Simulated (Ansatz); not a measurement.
Coupled-cluster diagnostics for Ti(NH2)Cl3 (TiNCl₃H₂), Ansatz.

Geometry of the singlet (r2SCAN-D4/def2-SVP):

```xyz
7

Ti   -0.0040    0.1217   -0.6586
N    -0.0308   -0.2509    1.1377
H    -0.7277    0.1075    1.7910
H     0.6855   -0.7943    1.6211
Cl   -2.0601    0.5941   -1.2264
Cl    0.8351   -1.6322   -1.6601
Cl    1.3019    1.8539   -1.0046
```

Correlated methods freeze 21 core orbitals; core or outer-core shells of Ti are correlated, in sets that lack core-valence functions.

**Question.** Estimate the CCSD(T) correlation energy, the shares of MP2 and (T), T1 and the reference's ⟨S²⟩ for: charge 0, singlet, own geometry in def2-TZVP; and the rough time on 4 threads of Arm Neoverse V2 on a shared host.

**Answer.** 
```csv
state,basis,correlation (eV),MP2 share (%),(T) share (%),T1,⟨S²⟩ (pure),wall time
"charge 0, singlet, own geometry",def2-TZVP,-34.487,92.1,5.4,0.023,0.00 (0.00),95 s
```
Customary marks for T1 are 0.02 (closed shells), 0.045 (open shells) and about 0.05 (3d metals). T1 exceeds 0.02 in 1 of 1 rows and 0.045 in 0; the higher it lies, the less the single-reference result can be trusted.
